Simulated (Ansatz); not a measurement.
Species: BiF3 (charge 0, singlet). 
Structure (B3LYP-D3(BJ)/def2-TZVP (Ansatz, an electronic-structure program) minimum search):
```xyz
4

Bi     0.0004    -0.0017     0.2538
F     -1.3717    -1.0299    -0.7847
F     -0.2126     1.7093    -0.7687
F      1.5802    -0.6640    -0.7875
```
Charge 0, spin multiplicity 1.

Computed values are from Ansatz. Valence correlation only, unless marked. Open shells are spin-unrestricted. Spin-orbit coupling is left out. Frozen are the shells of the preceding noble gas and the d and f shells that filled before the atom's block. In def2 rows, elements after Kr have scalar-relativistic effective core potentials. CBS marks a two-point X^-3 extrapolation of the correlation energy; Hartree-Fock from the larger set. [CCSD(T)-MP2]/basis is that difference in the basis named.

### Question
What is the dipole moment at CCSD(T)/def2-SVPD?

### Answer
5.28 D.

### Question
What is the total energy at RI-MP2/CBS(def2-TZVPPD,def2-QZVPPD)+[CCSD(T)-MP2]/def2-TZVPPD?

### Answer
-513.1476 Eh.

### Question
What is the T1 diagnostic at CCSD/def2-TZVPPD?

### Answer
0.018.

### Question
What is the atomisation energy De at RI-MP2/CBS(def2-TZVPPD,def2-QZVPPD)+[CCSD(T)-MP2]/def2-TZVPPD?

### Answer
1257.1 kJ/mol.
